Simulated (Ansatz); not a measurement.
Reaction (isomerisation): `[CH3][SnH2][CH]=O` → `C[O][Sn][CH3]`

Gas-phase electronic energies from Ansatz, PBE0-D4/def2-TZVP geometries. CBS: MP2 limit from def2 TZ/QZ plus the TZ coupled-cluster correction, frozen cores. Functionals use def2-TZVPP. def2 core potentials past Kr. For Sn outer-core shells are correlated without core-valence functions, which leaves a few kJ/mol of doubt a bond. Each species was taken in one conformer, which may not be the lowest.

| species | r2SCAN-D4 energy (Eh) |
| --- | --- |
| `[CH3][SnH2][CH]=O` | -369.35613 |
| `C[O][Sn][CH3]` | -369.40852 |

(1) Work out ΔE.

Largest T1 diagnostic among the species: 0.017.

## Answers

(1) ΔE = (-369.40852) − (-369.35613) = -0.05239 Eh = -32.9 kcal/mol. CCSD(T)/CBS gives -33.1 kcal/mol.

The D4 term adds −0.8 kcal/mol with B3LYP and −0.4 kcal/mol with PBE0; it sums over pairs of atoms, weighted by their polarisabilities, and B3LYP, whose exchange is more repulsive, gets the larger term. In def2-TZVPP, CCSD(T) changes the Hartree–Fock value by −0.8 kcal/mol (the triples alone add +0.6 kcal/mol) and MP2 by −4.5 kcal/mol.

B3LYP here is the variant with VWN-RPA as its local correlation; programs differ in this.
